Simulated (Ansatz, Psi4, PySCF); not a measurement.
Rh, quartet (core potentials on Rh). Base run: PySCF with B3LYP5/def2-SVPD.

Here is a job for PySCF.
```python
from pyscf import gto, scf, dft

mol = gto.M(
    atom='''
Rh    0.000000    0.000000    0.000000
''',
    basis='def2-svpd',
    ecp={'Rh': 'def2-svpd'},
    charge=0,
    spin=3,
    verbose=4,
)

mf = dft.UKS(mol)
mf.xc = 'b3lyp5'
mf.kernel()
```

The same geometry, method and basis name were run in Ansatz (a first-principles code) and Psi4 and PySCF, at each program's defaults and at the settings that a row names. The base is PySCF at its defaults. Differences at the defaults can come from grids, fitting, cores and function types together. The rows with settings made alike still differ; the cause (another SCF solution, basis table, core potential or functional code) wasn't traced.

| code and settings | ΔE vs base (mEh) | basis functions | E (Eh) | SCF cycles |
|---|---|---|---|---|
| PySCF, defaults (exact integrals, its default grid, spherical functions) | 0.000 | 34 | -110.40491 | 17 |
| Psi4, defaults (density fitting with its default set, its default grid, spherical functions) | -25.299 | 34 | -110.43021 | 9 |
| Ansatz, defaults (factorised integrals, its default grid, spherical functions) | -34.707 | 34 | -110.43962 | - |
| PySCF, density fitting with def2-universal-jkfit | -0.026 | 34 | -110.40494 | 23 |
| PySCF, fine grid | 0.000 | 34 | -110.40491 | 44 |
| Psi4, exact integrals, spherical functions, fine grid | -25.274 | 34 | -110.43019 | 12 |
| Ansatz, high accuracy | -34.707 | 34 | -110.43962 | - |

Open shells are given as the SCF converged; they aren't shown to be the lowest states, and a large step between rows can be another state.
